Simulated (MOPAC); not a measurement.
MOPAC input (PM6):

```
PM6 FORCE THERMO(298,298) PRECISE LET GEO-OK AUX(PRECISION=9) THREADS=1
FGa

Ga    0.00000000 1    0.00000000 1   -0.39061674 1
F     0.00000000 1    0.00000000 1    1.38086763 1
```

Problem. Which zero-point energy does it print?

Solution. 1.00 kcal/mol, from the harmonic wavenumbers of PM6.
